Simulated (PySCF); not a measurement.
SMILES C=C(SC)C1CNC1, C6H11NS

Geometry:
| atom | x (Å) | y (Å) | z (Å) |
| --- | --- | --- | --- |
| C1 | 0.750 | 1.142 | -0.700 |
| C2 | 0.519 | 0.101 | 0.087 |
| S3 | 1.757 | -0.829 | 0.942 |
| C4 | 3.308 | -0.011 | 0.479 |
| C5 | -0.853 | -0.431 | 0.362 |
| C6 | -1.737 | -0.647 | -0.884 |
| N7 | -2.483 | 0.570 | -0.561 |
| C8 | -1.895 | 0.627 | 0.779 |
| H9 | -0.078 | 1.643 | -1.172 |
| H10 | 1.730 | 1.531 | -0.903 |
| H11 | 3.289 | 1.024 | 0.808 |
| H12 | 3.452 | -0.080 | -0.595 |
| H13 | 4.096 | -0.550 | 0.996 |
| H14 | -0.786 | -1.291 | 1.029 |
| H15 | -1.229 | -0.583 | -1.848 |
| H16 | -2.313 | -1.577 | -0.839 |
| H17 | -3.493 | 0.500 | -0.603 |
| H18 | -1.500 | 1.615 | 1.024 |
| H19 | -2.546 | 0.285 | 1.591 |

Theory: GIAO B3LYP/pcSseg-1 magnetisability, rotational g tensor and spin-rotation constants, non-relativistic, gas phase in PySCF 2.14.0. Geometry: GFN2-xTB.

Question: Give the nuclear spin-rotation constants along the inertial axes (H = +C I·J) beside the isotropic shieldings.

Answer: Rotational constants 4.3897, 0.9310, 0.8728 GHz. A star marks the isotopologue with that one atom substituted, in its own axes.
| atom | isotope | Caa (kHz) | Cbb (kHz) | Ccc (kHz) | mean (kHz) | σ (ppm) |
| --- | --- | --- | --- | --- | --- | --- |
| N7 | 14N | 0.141 | 0.053 | 0.033 | 0.076 | 230.7 |
| H9 | 1H | 0.221 | -0.042 | -0.098 | 0.027 | 25.5 |
| H10 | 1H | 0.110 | -0.037 | -0.108 | -0.012 | 27.2 |
| H11 | 1H | -0.433 | -0.061 | -0.021 | -0.171 | 29.6 |
| H12 | 1H | -0.434 | -0.060 | -0.021 | -0.172 | 29.6 |
| H13 | 1H | -0.007 | -0.070 | -0.102 | -0.060 | 29.8 |
| H14 | 1H | -0.463 | 0.040 | -0.099 | -0.174 | 29.3 |
| H15 | 1H | -0.384 | -0.036 | -0.021 | -0.147 | 28.2 |
| H16 | 1H | -0.333 | -0.003 | -0.055 | -0.131 | 27.6 |
| H17 | 1H | 0.130 | -0.113 | -0.119 | -0.034 | 31.2 |
| H18 | 1H | -0.381 | -0.040 | -0.019 | -0.146 | 28.2 |
| H19 | 1H | -0.336 | -0.001 | -0.057 | -0.131 | 27.6 |
| C1 | 13C* | 1.885 | 0.268 | 0.103 | 0.752 | 78.4 |
| C2 | 13C* | 2.499 | 0.369 | 0.152 | 1.007 | 13.2 |
| S3 | 33S* | 0.798 | 0.331 | 0.276 | 0.469 | 439.2 |
| C4 | 13C* | 0.673 | 0.137 | 0.135 | 0.315 | 161.2 |
| C5 | 13C* | 0.877 | 0.174 | 0.152 | 0.401 | 139.4 |
| C6 | 13C* | 0.846 | 0.203 | 0.205 | 0.418 | 119.9 |

For the geometry as given, no vibrational averaging.

Question: How do the rotational constants and the g tensor change when H9, H10, H11, H12, H13, H14, H15, H16, H17, H18, H19 are replaced by deuterium?

Answer: Constants 3.4808, 0.8083, 0.7593 GHz; g -0.0352, -0.0083, -0.0007, against -0.0434, -0.0097, -0.0008 before.
